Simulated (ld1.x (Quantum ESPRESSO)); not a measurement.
# u(r) = r·R(r): atom against pseudo-atom (K (Z = 19))

Columns: radius, all-electron u(r) and pseudo u(r) of the 4p shell (level -0.80 eV) of potassium in the configuration [Ar] 4s1 4p0; PBE, scalar-relativistic, TM scheme, ld1.x (Quantum ESPRESSO) 7.5.

```json
{"r (bohr)": "0.205", "all-electron": "0.0714", "pseudo": "0.0012"}
{"r (bohr)": "0.410", "all-electron": "0.0143", "pseudo": "0.0047"}
{"r (bohr)": "0.615", "all-electron": "-0.0682", "pseudo": "0.0106"}
{"r (bohr)": "0.820", "all-electron": "-0.1184", "pseudo": "0.0188"}
{"r (bohr)": "1.025", "all-electron": "-0.1320", "pseudo": "0.0291"}
{"r (bohr)": "1.230", "all-electron": "-0.1183", "pseudo": "0.0414"}
{"r (bohr)": "1.435", "all-electron": "-0.0880", "pseudo": "0.0557"}
{"r (bohr)": "1.640", "all-electron": "-0.0491", "pseudo": "0.0718"}
{"r (bohr)": "1.845", "all-electron": "-0.0067", "pseudo": "0.0895"}
{"r (bohr)": "2.050", "all-electron": "0.0362", "pseudo": "0.1089"}
{"r (bohr)": "2.255", "all-electron": "0.0777", "pseudo": "0.1297"}
{"r (bohr)": "2.460", "all-electron": "0.1171", "pseudo": "0.1518"}
{"r (bohr)": "2.665", "all-electron": "0.1538", "pseudo": "0.1752"}
{"r (bohr)": "2.870", "all-electron": "0.1877", "pseudo": "0.1994"}
{"r (bohr)": "3.075", "all-electron": "0.2187", "pseudo": "0.2242"}
{"r (bohr)": "3.280", "all-electron": "0.2469", "pseudo": "0.2489"}
{"r (bohr)": "3.485", "all-electron": "0.2724", "pseudo": "0.2730"}
{"r (bohr)": "3.690", "all-electron": "0.2956", "pseudo": "0.2957"}
{"r (bohr)": "3.895", "all-electron": "0.3165", "pseudo": "0.3165"}
{"r (bohr)": "4.100", "all-electron": "0.3350", "pseudo": "0.3350"}
{"r (bohr)": "4.305", "all-electron": "0.3511", "pseudo": "0.3511"}
{"r (bohr)": "4.510", "all-electron": "0.3648", "pseudo": "0.3648"}
{"r (bohr)": "4.715", "all-electron": "0.3761", "pseudo": "0.3761"}
{"r (bohr)": "4.920", "all-electron": "0.3850", "pseudo": "0.3850"}
{"r (bohr)": "5.125", "all-electron": "0.3917", "pseudo": "0.3917"}
{"r (bohr)": "5.330", "all-electron": "0.3962", "pseudo": "0.3962"}
```

**Question.** How many radial nodes do the two functions have?

**Answer.** The all-electron 4p function has n − l − 1 = 2; the pseudo-wave has 0, since the states of the same l below it are removed with the core.

**Question.** At about which radius was the pseudo-wave matched?

**Answer.** 4.10 bohr. The columns agree to 0.0005 from 3.69 bohr on; several derivatives are matched, so the curves merge somewhat inside the radius.

**Question.** Is the pseudo-wave norm-conserving?

**Answer.** Yes: the TM scheme keeps the norm inside the radius equal to the all-electron one, which fixes the energy derivative of the logarithmic derivative at the level.
